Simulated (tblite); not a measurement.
C5H5OS (doublet state).
Atom-mapped SMILES: `[C:1]#[C:2][CH2:3][S:4][CH2:5][CH:6]=[O:7]` (hydrogens: H8, H9 on C3; H10, H11 on C5; H12 on C6)

Geometry (GFN2-xTB, Å), atoms numbered from 1 in this order:
```xyz
12
C5H5OS angstrom
C      2.2369    2.0035   -0.7551
C      1.9065    0.9669   -0.2562
C      1.4437   -0.2916    0.3191
S      0.3107   -1.1548   -0.8035
C     -1.0964    0.0154   -0.7208
C     -1.7230   -0.3249    0.5958
O     -1.4324    0.1968    1.6365
H      2.2837   -0.9670    0.4815
H      0.9157   -0.0931    1.2552
H     -1.7394   -0.1952   -1.5705
H     -0.6846    1.0242   -0.7574
H     -2.4202   -1.1808    0.5493
```

Structure optimised with GFN2-xTB, isolated species. This method treats the open shell by occupation alone, without spin polarisation.

Masses are those of the commonest isotopes; rigid-rotor values at the optimised geometry. The values belong to one conformer with, in the numbering `[C:1]#[C:2][CH2:3][S:4][CH2:5][CH:6]=[O:7]`, C2–C3–S4–C5 -68°, C3–S4–C5–C6 -78°, S4–C5–C6–O7 91°.

Q: Give the principal moments of inertia and the rotational constants in MHz.

A: Ia = 151.36, Ib = 315.51, Ic = 377.77 u·Å²; 505379 MHz·u·Å²/I gives A = 3339, B = 1602, C = 1338 MHz.

Q: What kind of rotor is it?

A: An asymmetric top. Ray's parameter κ = (2B − A − C)/(A − C) = -0.736; −1 is the prolate and +1 the oblate limit.

Q: What does the inertial defect say?

A: Not planar: Δ = Ic − Ia − Ib = -89.10 u·Å². For a rigid frame Δ = −2 Σ m c², so Σ m c² = 44.55 u·Å² lies off the ab plane: 10.57 from hydrogen and 33.98 from heavier atoms. The atom farthest from that plane is 1.85 Å away.

Q: Give the other two planar moments, Paa and Pbb, and the rms extents of the mass along the axes.

A: Paa = Σ m a² = (Ib + Ic − Ia)/2 = 270.96 and Pbb = Σ m b² = (Ia + Ic − Ib)/2 = 106.81 u·Å². With the mass M = 113.01 u, the rms extents √(P/M) along a, b and c are 1.55, 0.97, 0.63 Å.

Q: Where do the levels up to J = 3 lie, in cm⁻¹?

A: Above 0(0,0):
J = 1: 1(0,1) 0.0981, 1(1,1) 0.1560, 1(1,0) 0.1648
J = 2: 2(0,2) 0.2932, 2(1,2) 0.3433, 2(1,1) 0.3697, 2(2,1) 0.5435, 2(2,0) 0.5445
J = 3: 3(0,3) 0.5837, 3(1,3) 0.6237, 3(1,2) 0.6765, 3(2,2) 0.8377, 3(2,1) 0.8423, 3(3,1) 1.1500, 3(3,0) 1.1501

Q: Estimate the classical rotational partition function at 50 K, 200 K and 500 K.

A: Point group C1, symmetry number σ = 1; q = (√π/σ)·√((kT/h)³/(ABC)), k/h = 20836.6 MHz/K: 22300 at 50 K, 178000 at 200 K, 705000 at 500 K.

For this open shell read J as N, the rotation without spin; fine and hyperfine splittings come on top. Its GFN2-xTB frequencies are all real (lowest 55 cm⁻¹). No vibrational averaging or centrifugal distortion is included, and the geometry carries the error of its method.

These are computed values.
